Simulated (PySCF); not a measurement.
Molecule: SMILES BCC=C, C₃H₇B.

Atoms are numbered as in `[BH2:1][CH2:2][CH:3]=[CH2:4]` (H(Xn): hydrogen on atom n). Ha(C4) is cis to C2; Hb(C4) is trans to C2.

Spin–spin couplings on one PBE0-D3(BJ)/def2-SVP geometry, PySCF 2.14.0 with density-fitted response routines, gas phase, non-relativistic, equivalent pairs averaged (spin–dipole term only in couplings to heteroatoms); isotopes $^{13}$C, $^{1}$H, $^{11}$B; basis pcJ-1.

Q: How do the couplings (Hz) change with the functional? Times are CPU seconds on shared hosts with different chips, so compare them loosely.

A: 
```
functional  functions  $^{1}J$(C4,Hb(C4))  $^{1}J$(C4,Ha(C4))  $^{1}J$(C3,H(C3))  $^{1}J$(B1,H(B1))  $^{1}J$(C2,H(C2))  $^{1}J$(C3,C4)  $^{1}J$(B1,C2)  core-s
       LDA        178               131.6               125.9              123.9              105.8               89.8            56.6            32.1     9.5
       PBE        178               154.9               149.1              146.7              127.8              106.9            69.2            42.9      13
       KT2        178               166.1               159.1              155.9              132.5              111.2            57.6            33.9      13
     B3LYP        178               169.2               163.5              159.9              137.4              117.6            77.3            49.3      22
      PBE0        178               160.1               154.5              152.2              129.4              110.4            74.9            47.0      11
     B97-2        178               154.0               148.9              145.7              132.5              104.7            74.0            49.5      11
 BHandHLYP        178               182.2               176.7              173.2              143.7              126.5            90.1            56.8      12
 CAM-B3LYP        178               166.4               160.8              157.7              134.2              115.3            76.0            48.5      15
``` Left out for a near triplet instability: HF/pcJ-1.
